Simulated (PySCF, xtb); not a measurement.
Al(Cl) cation (AlCl), SMILES [Al][Cl] (connectivity only; charge and spin as stated), charge +1, multiplicity 2.

Harmonic wavenumbers (cm⁻¹) from GFN2-xTB run with xtb at its own minimum, in rising order: 637.

Question: What does PBE0-D3(BJ)/def2-TZVPD run with PySCF give at its own minimum? (The exact figures need the calculation; the answer reports its results.)

Answer: 597. Paired by order, the mean absolute difference is 40 cm⁻¹ and the zero-point energies are 0.9 and 0.9 kcal/mol.
